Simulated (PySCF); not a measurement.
# Deuteron quadrupole couplings in 4-chloroanisole

4-chloroanisole, C₇H₇ClO.
Atom-mapped SMILES: `[CH3:1][O:2][c:3]1[cH:4][cH:5][c:6]([Cl:7])[cH:8][cH:9]1` (hydrogens: H10, H11, H12 on C1; H13 on C4; H14 on C5; H15 on C8; H16 on C9)

Structure used (GFN2-xTB), in Å, numbered top down from 1:
```xyz
16
C7H7ClO angstrom
C      2.664    0.447   -0.386
O      1.683   -0.506   -0.718
C      0.410   -0.308   -0.286
C     -0.516   -1.290   -0.646
C     -1.835   -1.188   -0.263
C     -2.246   -0.097    0.489
Cl    -3.903    0.039    0.971
C     -1.342    0.883    0.855
C     -0.015    0.779    0.471
H      2.790    0.532    0.698
H      2.427    1.431   -0.803
H      3.590    0.083   -0.829
H     -0.172   -2.129   -1.230
H     -2.546   -1.950   -0.544
H     -1.668    1.729    1.440
H      0.671    1.555    0.770
```

Level: PBE0/pcSseg-1 (PySCF, non-relativistic); Q(2H) = 0.00286 b; rigid geometry, the same for H and D, with no vibrational averaging.

Question: Rank these positions by the coupling χzz of a deuteron there, largest first.
A. H15 (aromatic hydrogen)
B. H12 (methyl hydrogen)
C. H11 (methyl hydrogen)

Answer: A (220 kHz), B (204 kHz), C (196 kHz).

Q: Give the electric field gradient Vzz (the principal value of largest size), its asymmetry and the 2H coupling at each hydrogen.

A: 
| atom | bonded to | bond length (Å) | Vzz (au) | η | χzz (kHz) |
| --- | --- | --- | --- | --- | --- |
| H10 | C1 | 1.095 | 0.2914 | 0.08 | 196 |
| H11 | C1 | 1.095 | 0.2914 | 0.07 | 196 |
| H12 | C1 | 1.089 | 0.3039 | 0.07 | 204 |
| H13 | C4 | 1.078 | 0.3299 | 0.07 | 222 |
| H14 | C5 | 1.079 | 0.3271 | 0.07 | 220 |
| H15 | C8 | 1.079 | 0.3267 | 0.07 | 220 |
| H16 | C9 | 1.078 | 0.3312 | 0.09 | 223 |

Q: Give the 2H NMR doublet splittings at H11 for a magnetic field along the z, y and x axes of the gradient: 3χ/2, 3χ(1 + η)/4, 3χ(1 − η)/4.

A: With |χ| = 195.8 kHz and η = 0.075: 294, 158 and 136 kHz, to first order and without motion.

Geometry: GFN2-xTB, one conformer, isolated molecule. GFN2-xTB bond lengths can be off by several hundredths of an ångström, more for odd bonds, and the gradients follow them. These gradients aren't converged with respect to the basis.
